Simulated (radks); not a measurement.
Spherical jellium clusters: N electrons in a uniform positive sphere of charge N and radius rs N^(1/3), rs = 3.89 bohr. Method: non-relativistic Kohn-Sham, LDA (Slater exchange, Perdew-Wang correlation), spin-polarised, spherical densities; computed with a radial shooting solver with Libxc functionals. Levels are named by radial order and angular momentum (1s, 1p, 1d, 2s, ...), and open shells are averaged over m.

N = 11, configuration 1s2 1p6 1d(up 3, down 0). This is the lowest configuration that the search found. Occupied and some empty levels:

level,occupation,eigenvalue (eV),<r> (bohr)
1s up,1,-5.0852,5.623
1s down,1,-4.8170,5.445
1p up,3,-3.9706,6.732
1p down,3,-3.6298,6.693
1d up,3,-2.5979,7.685
1d down,0,-2.2438,7.761
2s up,0,-2.0411,7.164
2s down,0,-1.8602,7.332
1f up,0,-1.0952,8.807
1f down,0,-0.77766,9.086
2p up,0,-0.77663,10.06
2p down,0,-0.62613,10.53

Energy (eV): total -19.0309, kinetic 20.399, external -446.55, Hartree 218.97, exchange-correlation -40.201, background 228.35.
